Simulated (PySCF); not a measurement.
Radial density of C (carbon, neutral)

UHF, [He] 2s2 2p2, high-spin 3P determinant. Calculation: PySCF 2.14, in ANO-RCC-VQZP; the spin-free X2C one-electron Hamiltonian (Gaussian nucleus).

| r (bohr) | 4πr²ρ (e/bohr) | 4πr²(ρα − ρβ) |
| --- | --- | --- |
| 0.00339 | 0.01851 | 0.0000 |
| 0.00570 | 0.05012 | 0.0000 |
| 0.00959 | 0.1340 | 0.0000 |
| 0.0161 | 0.3479 | 0.0001 |
| 0.0271 | 0.8592 | 0.0003 |
| 0.0456 | 1.943 | 0.0010 |
| 0.0767 | 3.795 | 0.0035 |
| 0.129 | 5.804 | 0.0132 |
| 0.217 | 5.941 | 0.0539 |
| 0.365 | 3.282 | 0.2084 |
| 0.614 | 1.524 | 0.6175 |
| 1.03 | 2.280 | 1.0875 |
| 1.74 | 1.842 | 0.8650 |
| 2.92 | 0.4438 | 0.2349 |
| 4.92 | 0.02179 | 0.0137 |
| 8.27 | 0.0001008 | 0.0001 |

Densities and radii are taken from the X2C orbitals without a picture-change correction, which distorts them close to the nucleus.
